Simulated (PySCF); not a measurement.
Dipole response of V⁺ (vanadium, charge +1)

[Ar] 3d4, high-spin 5D determinant. Calculation: PySCF 2.14, in aug-cc-pwCVTZ-DK; the spin-free X2C one-electron Hamiltonian (Gaussian nucleus). Coupled (time-dependent) response in atomic units; α is the mean over directions.

```csv
method,mean α (bohr³),"α xx, yy, zz",C₆ (like pair),S(−4)
B97-3,16.22,"16.33, 16.33, 15.99",61.20,401.8
```

S(−4) is the Cauchy moment in α(ω) = α(0) + S(−4) ω² + …

α(iu) at B97-3:

| u (hartree) | α(iu) (bohr³) |
| --- | --- |
| 0 | 16.22 |
| 0.0500 | 15.30 |
| 0.100 | 13.30 |
| 0.200 | 9.659 |
| 0.300 | 7.471 |
| 0.500 | 5.170 |
| 0.750 | 3.700 |
| 1.00 | 2.839 |
| 1.50 | 1.863 |
| 2.00 | 1.322 |
| 3.00 | 0.7638 |
| 5.00 | 0.3502 |

For an ion, C₆ is the dispersion term alone; charge-induced terms of lower order in 1/R come first.

The components differ because the open shell of this determinant is not spherical; for a pure term their mean is the scalar polarisability.
